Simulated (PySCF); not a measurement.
# M06-2X on Sn⁺ (tin, charge +1)

Configuration: [Kr] 4d10 5s2 5p1, 2P determinant. Computed with PySCF 2.14 in def2-TZVP with the def2 core potential (28 electrons), with a scalar-relativistic core potential.

* Total energy: -213.9311 hartree
* One-electron energy: -369.7606 hartree
* Hartree (Coulomb) energy: 173.5841 hartree
* Exchange-correlation energy: -17.7546 hartree
* ⟨S²⟩: 0.7549
* ⟨L²⟩: 2.012
* Sum of ⟨r⟩: 25.63 bohr
* Sum of ⟨r²⟩: 43.07 bohr²
* Traceless quadrupole moment −½Σ⟨3z² − r²⟩ along its main axis: -3.69 e·bohr²
* Time after the integrals: 1 s of wall time on 1 thread of Neoverse-V1 (shared host)

| shell | electrons | mean orbital energy (eV) | spread (eV) | rms radius, mean of both spins (bohr) |
| --- | --- | --- | --- | --- |
| 4s α | 1 | -152.87 | 0 | 0.878 |
| 4s β | 1 | -152.84 | 0 | 0.878 |
| 4p α | 3 | -106.94 | 0.283 | 0.954 |
| 4p β | 3 | -106.90 | 0.463 | 0.954 |
| 4d α | 5 | -39.165 | 0.307 | 1.18 |
| 4d β | 5 | -39.066 | 0.549 | 1.18 |
| 5s α | 1 | -20.207 | 0 | 2.52 |
| 5s β | 1 | -18.660 | 0 | 2.52 |
| 5p α | 1 | -12.568 | 0 | 3.07 |

Energies and moments cover only the electrons outside the core potential.
